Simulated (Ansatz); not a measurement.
The same atomization along the group F, Cl, Br.

Gas-phase electronic energies from Ansatz, PBE0-D4/def2-TZVP geometries. CCSD(T)/CBS is the MP2 limit (def2-TZVPP, def2-QZVPP) plus CCSD(T) − MP2 in def2-TZVPP, frozen cores. This one scheme is used for every species, atoms too. Functionals use def2-TZVPP. Open shells (•) are unrestricted, without spin–orbit coupling. Spin–orbit coupling would lower the free atoms: a little for B, Cl, F, O, Si; clearly for Br. Bonds to Br are less sure, by a few kJ/mol each and by 10 to 20 or more in all where they break to atoms, as the def2 sets lack core-valence functions. Scalar relativity is left out up to krypton. Each species was taken in one conformer, which may not be the lowest.

```json
{"reaction": "`OB(F)O[SiH3]` → B• + F• + 4 H• + 2 O• + Si•", "B97M-V (eV)": "38.10", "revPBE-D4 (eV)": "37.31", "PBE0-D4 (eV)": "37.63", "LDA (SPW92) (eV)": "43.36", "CCSD(T)/CBS(def2) (eV)": "38.10"}
{"reaction": "`OB(Cl)O[SiH3]` → B• + Cl• + 4 H• + 2 O• + Si•", "B97M-V (eV)": "36.19", "revPBE-D4 (eV)": "35.40", "PBE0-D4 (eV)": "35.73", "LDA (SPW92) (eV)": "41.02", "CCSD(T)/CBS(def2) (eV)": "36.04"}
{"reaction": "`OB(Br)O[SiH3]` → B• + Br• + 4 H• + 2 O• + Si•", "B97M-V (eV)": "35.43", "revPBE-D4 (eV)": "34.76", "PBE0-D4 (eV)": "35.09", "LDA (SPW92) (eV)": "40.35", "CCSD(T)/CBS(def2) (eV)": "35.47"}
```

Largest T1 diagnostic: 0.014, for B•.

For atomizations the MP2-based limit and the directly extrapolated one differ by several kJ/mol either way, and by 10 to 25 for some Ge, Se and Sn compounds, so smaller differences from it don't rank the levels.
